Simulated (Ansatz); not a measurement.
InCl2(NH2) (InNCl2H2), relaxed as a singlet with RKS PBE0-D4/def2-SVP in Ansatz, starting from the GFN2-xTB geometry. Force threshold 0.02 eV/Å.

In the def2 sets In takes a core potential; there is no spin–orbit coupling.

Start:

```xyz
6

In   -0.327   -0.451   -0.534
Cl   -1.440    0.460   -2.319
Cl   -0.184   -2.733   -0.358
N     0.293    0.739    1.022
H     1.090    0.325    1.497
H     0.569    1.660    0.692
```

| step | energy (eV) | largest force component (eV/Å) | SCF passes |
| --- | --- | --- | --- |
| 1 | -31725.6719 | 1.056 | 25 |
| 2 | -31725.7139 | 0.140 | 30 |
| 3 | -31725.7174 | 0.117 | 30 |
| 4 | -31725.7181 | 0.083 | 31 |
| 5 (rejected) | -31725.7166 | 0.112 | 31 |
| 6 | -31725.7187 | 0.010 | 23 |

Force components are those of the run's own axes.

End:

```csv
atom,x (Å),y (Å),z (Å)
In1,-0.323,-0.441,-0.514
Cl2,-1.463,0.442,-2.350
Cl3,-0.204,-2.769,-0.388
N4,0.336,0.733,0.983
H5,1.091,0.346,1.545
H6,0.564,1.690,0.724
```

By distances, no bond broke or formed. The bond that changes most is In1–Cl2, from 2.29 to 2.33 Å (atoms count from 1).

No frequencies were taken in this run, so the end may be a saddle point.

It took 8 s on 4 threads of Arm Neoverse V2 on a shared host.
